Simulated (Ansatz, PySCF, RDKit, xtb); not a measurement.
Noncovalent pair: HCl (SMILES Cl) (first 2 atoms) with SiH4 (SMILES [SiH4]); geometry from B3LYP-D3(BJ)/def2-TZVP, rigid monomers moved along the line of their centres of mass till Cl1···Si3 is 3.40 Å.
(charge 0, multiplicity 1):
```xyz
7

Cl     0.62552     1.13809    -0.22468
H      1.11864    -0.03363    -0.05765
Si    -0.09596     0.03781     2.90570
H     -0.23274     1.50743     2.98621
H     -1.07709    -0.50960     1.94294
H     -0.33369    -0.55856     4.24049
H      1.27257    -0.31178     2.45914
```

Monomers are frozen at their geometry in the pair; levels with a basis set take the counterpoise correction. RDKit's UFF carries no charges.

Rows in 6-31G* carry no dispersion term and start afresh at each structure (6-31G* with six Cartesian d functions).

Codes used: Ansatz (an electronic-structure program); PySCF for 6-31G* rows, the dispersion terms; RDKit for the force fields; xtb for the GFN methods. Values without a source in brackets are computed.

Task: One of these levels gives 3.2 kJ/mol for the interaction energy. Which one is it?
A. HF/6-31G*
B. GFN-FF
C. B3LYP-D4/def2-TZVPPD
D. UFF

Result: D, UFF. The others give -1.5 (GFN-FF), 11.1 (HF/6-31G*), 0.2 (B3LYP-D4/def2-TZVPPD)
